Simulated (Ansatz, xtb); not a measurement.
# Two isomers of C4H5ClF2

Structure X: `FC(F)/C=C/CCl`, a singlet. Structure Y: `C=C(C)C(F)(F)Cl`, a singlet. Both are isolated molecules in the gas phase, relaxed with B3LYP-D3(BJ)/def2-SVP; each stands in its lowest conformer found.

Q: Estimate E(Y) − E(X) at the level CCSD(T)/def2-SVP + ΔMP2/def2-TZVPP.

A: Calculated at CCSD(T)/def2-SVP + ΔMP2/def2-TZVPP: E(Y) − E(X) = −0.147 eV, so structure Y lies lower.

The same difference at several levels:

```json
{"level": "GFN2-xTB", "geometry": "GFN2-xTB", "E(Y) − E(X) (eV)": "−0.162", "departure from the last row (eV)": "−0.015", "job, with rough time for the two": "optimisation, 0.17 s"}
{"level": "HF/STO-3G", "geometry": "GFN2-xTB", "E(Y) − E(X) (eV)": "−0.384", "departure from the last row (eV)": "−0.237", "job, with rough time for the two": "single point, 0.86 s"}
{"level": "r2SCAN-D4/def2-SVP", "geometry": "GFN2-xTB", "E(Y) − E(X) (eV)": "−0.320", "departure from the last row (eV)": "−0.173", "job, with rough time for the two": "single point, 4.3 s"}
{"level": "B3LYP-D3(BJ)/def2-SVP", "geometry": "B3LYP-D3(BJ)/def2-SVP", "E(Y) − E(X) (eV)": "−0.237", "departure from the last row (eV)": "−0.090", "job, with rough time for the two": "optimisation, 74 s"}
{"level": "HF/def2-SVP", "geometry": "B3LYP-D3(BJ)/def2-SVP", "E(Y) − E(X) (eV)": "−0.029", "departure from the last row (eV)": "+0.118", "job, with rough time for the two": "part of the CCSD(T) run"}
{"level": "MP2/def2-SVP", "geometry": "B3LYP-D3(BJ)/def2-SVP", "E(Y) − E(X) (eV)": "−0.296", "departure from the last row (eV)": "−0.149", "job, with rough time for the two": "part of the CCSD(T) run"}
{"level": "CCSD(T)/def2-SVP", "geometry": "B3LYP-D3(BJ)/def2-SVP", "E(Y) − E(X) (eV)": "−0.263", "departure from the last row (eV)": "−0.116", "job, with rough time for the two": "single point"}
{"level": "CCSD(T)/def2-SVP + ΔMP2/def2-TZVPP", "geometry": "B3LYP-D3(BJ)/def2-SVP", "E(Y) − E(X) (eV)": "−0.147", "departure from the last row (eV)": "", "job, with rough time for the two": "single point, 93 s"}
```

As drawn, both hold the same kinds of bond in the same numbers. Structure X has 0 methyl groups, Y 1.

None of the levels shown reverses the order. The largest departure from CCSD(T)/def2-SVP + ΔMP2/def2-TZVPP is that of HF/STO-3G, 0.237 eV. The last row adds to CCSD(T) the change of the MP2 difference between the two basis sets, here +0.116 eV.

With thermal terms from frequencies at re-optimised GFN2-xTB minima (ideal gas, soft modes damped towards free rotors, one conformer each, 298.15 K, 1 atm): on the last row, ΔE + ΔZPE = −0.155, ΔH = −0.151, ΔG = −0.131 eV.

The correlated steps freeze 11 core orbitals. Programs: Ansatz 0.2.0, xtb 6.7.1; the last row on 2 threads of Intel(R) Xeon(R) Processor @ 2.70GHz on a shared host.
